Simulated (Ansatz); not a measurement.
How basis sets differ on SnTe (SMILES [Sn][Te])

SnTe has 2 atoms, charge 0, and is taken as a singlet. SMILES: `[Sn][Te]`. The shape is that of a PBE0-D4/def2-TZVP optimisation.

```xyz
2

Sn    0.0000    0.0000    0.0094
Te    0.0000    0.0000    2.5273
```

Quantity: the vertical ionisation energy (to the doublet cation), in eV. The values are calculated.

```csv
level,kind,program,value (eV),CPU time (all runs)
PBE/ANO-RCC-MB (sfX2C),GGA,Ansatz,9.66,25 s
PBE/ANO-RCC-VDZ (sfX2C),GGA,Ansatz,8.94,36 s
PBE/ANO-RCC-VDZP (sfX2C),GGA,Ansatz,8.75,27 s
PBE/def2-TZVPPD (core potential),GGA,Ansatz,8.62,43 s
PBE/ANO-RCC-VTZP (sfX2C),GGA,Ansatz,8.68,54 s
PBE/ANO-RCC-VQZP (sfX2C),GGA,Ansatz,8.66,81 s
```

Spin-orbit coupling, which can split open shells on such heavy atoms by tenths of an eV, is left out. The values span 8.62 to 9.66 eV. Without the sets that lack polarisation functions the rows with a basis span only 8.62 to 8.75 eV. CPU times are rough (shared hosts, several kinds of processor): they show what a rung costs within a factor of a few.
